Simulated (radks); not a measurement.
Kinetic energies: the exact non-interacting value of the Kohn-Sham orbitals and orbital-free approximations, in hartree. Species: O+ [He] 2s2 2p3; Fe15+ [Ne] 3s1. Calculated with a radial shooting solver on a logarithmic mesh with Libxc functionals: non-relativistic Kohn-Sham, PBE, spin-polarised, spherical densities, point nucleus. Every spin shell is full or empty, so the densities are truly spherical. Functionals are evaluated on that one density, not self-consistently.

exact: O+ 74.3334; Fe15+ 1157.20
Thomas-Fermi: O+ 67.697; Fe15+ 1079.9
von Weizsacker: O+ 58.468; Fe15+ 668.64
TF + vW: O+ 126.16; Fe15+ 1748.6
TF + vW/5: O+ 79.390; Fe15+ 1213.7
APBEK: O+ 74.492; Fe15+ 1163.1
revAPBEK: O+ 74.944; Fe15+ 1167.0
Thakkar: O+ 74.468; Fe15+ 1158.6
Pearson: O+ 72.118; Fe15+ 1143.5
LKT: O+ 106.57; Fe15+ 1495.8
DePristo-Kress: O+ 73.880; Fe15+ 1161.7
Ernzerhof: O+ 75.225; Fe15+ 1162.2
